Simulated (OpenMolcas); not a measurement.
# How basis sets differ on CH3BN2 (SMILES NB1C=N1)

The species is CH3BN2 (7 atoms), meant as a singlet with charge 0. SMILES: `NB1C=N1`. The shape is that of a GFN2-xTB optimisation.

Quantity: the HOMO–LUMO gap, in eV. The values are calculated.

| level | kind | program | value (eV) |
| --- | --- | --- | --- |
| HF/STO-3G | Hartree–Fock | OpenMolcas | 16.39 |
| HF/3-21G | Hartree–Fock | OpenMolcas | 14.56 |
| HF/4-31G (Cholesky decomposition) | Hartree–Fock | OpenMolcas | 14.39 |
| HF/def2-SVP | Hartree–Fock | OpenMolcas | 14.43 |

The values span 14.39 to 16.39 eV. A Hartree–Fock LUMO above zero doesn't converge with the basis: it sinks as sets grow more diffuse. Orbital gaps aren't excitation energies.
